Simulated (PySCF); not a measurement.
# First hyperpolarisability: SMILES C[Se]c1ccc(/C=C/Cl)cc1, C9H9ClSe

Molfile (atoms numbered from 1):
```
C9H9ClSe
     RDKit          3D

 20 20  0  0  0  0  0  0  0  0999 V2000
    3.6234   -0.4047   -0.8753 C   0  0  0  0  0  0  0  0  0  0  0  0
    2.8529   -0.3043    0.8955 Se  0  0  0  0  0  2  0  0  0  0  0  0
    1.0069   -0.2375    0.4593 C   0  0  0  0  0  0  0  0  0  0  0  0
    0.5078   -0.2435   -0.8456 C   0  0  0  0  0  0  0  0  0  0  0  0
   -0.8656   -0.1898   -1.0667 C   0  0  0  0  0  0  0  0  0  0  0  0
   -1.7840   -0.1311   -0.0097 C   0  0  0  0  0  0  0  0  0  0  0  0
   -3.2132   -0.0857   -0.3147 C   0  0  0  0  0  0  0  0  0  0  0  0
   -4.2159   -0.1468    0.5705 C   0  0  0  0  0  0  0  0  0  0  0  0
   -5.8728   -0.0808    0.1052 Cl  0  0  0  0  0  0  0  0  0  0  0  0
   -1.2654   -0.1183    1.2982 C   0  0  0  0  0  0  0  0  0  0  0  0
    0.0991   -0.1723    1.5291 C   0  0  0  0  0  0  0  0  0  0  0  0
    3.2849   -1.3072   -1.4021 H   0  0  0  0  0  0  0  0  0  0  0  0
    4.7100   -0.4630   -0.7266 H   0  0  0  0  0  0  0  0  0  0  0  0
    3.3896    0.4950   -1.4604 H   0  0  0  0  0  0  0  0  0  0  0  0
    1.1798   -0.2889   -1.7036 H   0  0  0  0  0  0  0  0  0  0  0  0
   -1.2378   -0.1962   -2.0948 H   0  0  0  0  0  0  0  0  0  0  0  0
   -3.4763   -0.0017   -1.3738 H   0  0  0  0  0  0  0  0  0  0  0  0
   -4.0766   -0.2461    1.6489 H   0  0  0  0  0  0  0  0  0  0  0  0
   -1.9395   -0.0576    2.1554 H   0  0  0  0  0  0  0  0  0  0  0  0
    0.4693   -0.1597    2.5579 H   0  0  0  0  0  0  0  0  0  0  0  0
  1  2  1  0
  2  3  1  0
  3  4  1  0
  4  5  2  0
  5  6  1  0
  6  7  1  0
  7  8  2  0
  8  9  1  0
  6 10  2  0
 10 11  1  0
 11  3  2  0
  1 12  1  0
  1 13  1  0
  1 14  1  0
  4 15  1  0
  5 16  1  0
  7 17  1  0
  8 18  1  0
 10 19  1  0
 11 20  1  0
M  END
```

Computed, not measured: quadratic response CAM-B3LYP/def2-SVPD first hyperpolarisability, Taylor convention, gas phase (PySCF 2.14.0). Geometry: PBE0-D3(BJ)/def2-SVP.

The calculation is non-relativistic, which matters for the atoms heavier than Zn.

What is the first hyperpolarisability, and how does it disperse?

In au, Taylor convention; the vector part is βᵢ = ⅓ Σⱼ (βᵢⱼⱼ + βⱼᵢⱼ + βⱼⱼᵢ); β∥ is 3/5 of the vector part along the dipole, the dipole points from − to +:
```csv
process,λ (nm),β vector norm,β∥,β HRS,depolarisation ratio
"static β(0;0,0)",∞,912.1,508.5,423.6,3.66
"second harmonic β(−2ω;ω,ω)",1907,1091.2,605.0,500.6,3.79
"Pockels β(−ω;ω,0)",1907,967.1,538.1,–,–
"second harmonic β(−2ω;ω,ω)",1064,1697.8,930.8,759.4,4.08
"Pockels β(−ω;ω,0)",1064,1105.5,612.7,–,–
```

Which lowest excitations, dipole and polarisabilities go with it?

S1 4.32 eV (f = 0.652); S2 4.63 eV (f = 0.110); S3 4.66 eV (f = 0.000); dipole 2.34 D; isotropic α 166.0 au static, 167.1 au at 1907 nm, 169.8 au at 1064 nm, 170.8 au at 953.5 nm, 184.3 au at 532 nm.
